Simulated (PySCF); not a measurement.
**C6H3F3N: g tensor and hyperfine couplings**

Species: C6H3F3N (doublet state).
Cartesian coordinates in Å at the GFN2-xTB level; atoms count from 1:
```
atom  x, y, z in Å
C1    -0.7272   -1.1868   -1.8516
N2    -0.8912   -1.3510   -0.6767
C3    -0.4372   -0.6939    0.5898
C4    -1.2061    0.5174    0.7736
C5    -1.8622    1.5133    0.8802
C6     1.0304   -0.4367    0.5593
F7     1.7902   -1.3040    1.2573
C8     1.6438    0.4885   -0.1821
F9     2.9543    0.6644   -0.2664
F10    0.9997    1.3850   -0.9224
H11   -0.2150   -0.5702   -2.5656
H12   -0.6573   -1.4145    1.3852
H13   -2.4267    2.3890    1.0016
```

The hyperfine couplings belong to this conformer and change with its torsions.

As a line formula: `[H]/[C]=N\[C@H](C#C)C(F)=C(F)F` [radical].

Method: PySCF, UKS B3LYP, pcH-1 on C F H N, non-relativistic, mean-field spin-orbit, GIAO. Isolated species at its GFN2-xTB geometry (one conformer only). Couplings are sensitive to structure, and on GFN2-xTB geometries they can be far from those on DFT ones. Stability of the SCF solution: not tested.

```json
{"g1, g2, g3": "1.99908, 2.00237, 2.00322", "g_iso": "2.00156", "Form of g": "rhombic: the two nearest values differ by 21 % of g3 − g1", "⟨S²⟩": "0.7548 (exact 0.7500)", "α and β electrons": "37, 36", "Total energy": "-584.51954 Eh"}
```

Isotropic coupling and dipolar principal values T1 to T3, in 10⁻⁴ cm⁻¹; ρ(0) is the spin density at the nucleus (1 × 10⁻⁴ cm⁻¹ = 2.998 MHz):

```csv
atom,isotope,a_iso,T1,T2,T3,Mulliken spin population,ρ(0) (bohr⁻³)
C1,13C,144.3,-16.7,-14.6,31.2,0.66,0.3849
N2,14N,42.2,-3.5,-2.4,5.9,0.13,0.3916
C3,13C,44.5,-4.1,-3.7,7.8,0.09,0.1186
C4,13C,-3.2,-0.5,-0.1,0.7,-0.02,-0.0086
C5,13C,1.2,-0.8,-0.7,1.5,0.04,0.0031
C6,13C,-0.3,-1.7,0.4,1.4,-0.02,-0.0009
F7,19F,-0.2,-4.7,0.9,3.9,0.00,-0.0001
C8,13C,2.0,-1.8,-1.5,3.3,0.05,0.0053
F9,19F,2.6,-4.7,-4.2,8.9,0.00,0.0018
F10,19F,12.2,-8.5,-6.8,15.3,0.01,0.0087
H11,1H,51.9,-6.9,-1.0,8.0,0.06,0.0348
H12,1H,-1.3,-2.3,-1.4,3.7,0.00,-0.0009
H13,1H,-0.9,-0.6,-0.1,0.7,0.00,-0.0006
```

Largest spin populations (Mulliken): C1 (+0.66), N2 (+0.13), C3 (+0.09) and H11 (+0.06). No atom but C1 exceeds +0.15.

Axes: g1 points within 3° of the C1–N2 bond.

Under fast tumbling the dipolar parts average out, and these isotropic splittings remain: 1 × 1H (H11, I = 1/2, 2 lines) with 5.56 mT, 1 × 14N (N2, I = 1, 3 lines) with 4.52 mT, 1 × 19F (F10, I = 1/2, 2 lines) with 1.31 mT, 1 × 19F (F9, I = 1/2, 2 lines) with 0.28 mT, 1 × 1H (H12, I = 1/2, 2 lines) with 0.14 mT and 1 × 1H (H13, I = 1/2, 2 lines) with 0.10 mT.

The 13C coupling of C1 (432.7 MHz) shows only in satellite lines or after enrichment, since that isotope makes up about 1.07 % of natural carbon.

β density exceeds α density at some nuclei, such as C4 (-0.0086), spin density in bohr⁻³. In a single determinant that takes different orbitals for the two spins, that is spin polarisation.
